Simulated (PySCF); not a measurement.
Working out the ionisation energy of Nb²⁺

Nb²⁺ [Kr] 4d3 (4F) → Nb³⁺ [Kr] 4d2 (3F). Calculation: PySCF 2.14, in def2-QZVPPD with the def2 core potential (28 electrons) (7s5p4d3f2g, 81 functions); a scalar-relativistic core potential. Frozen: nothing. Energies in hartree (1 hartree = 27.21139 eV):

```json
{"part": "UHF", "Nb²⁺ (lower)": "-55.629623", "Nb³⁺ (upper)": "-54.739154"}
{"part": "CCSD correlation", "Nb²⁺ (lower)": "-0.298411", "Nb³⁺ (upper)": "-0.272203"}
{"part": "(T)", "Nb²⁺ (lower)": "-0.006979", "Nb³⁺ (upper)": "-0.005841"}
```

Question: What does Hartree-Fock give?

Answer: (-54.739154) − (-55.629623) = 0.890469 hartree = 24.231 eV.

Question: What do CCSD and CCSD(T) give?

Answer: The CCSD correlation energies differ by 0.026208 hartree = 0.713 eV and the triples by 0.001138 hartree = 0.031 eV, so CCSD gives 24.944 eV and CCSD(T) 24.975 eV.

Reference: 25.04 eV (semi-empirical (NIST evaluation); NIST Atomic Spectra Database, ionization energies), between the lowest levels; spin-orbit coupling is absent from the calculation.

What remains against the reference includes basis incompleteness and higher excitations.
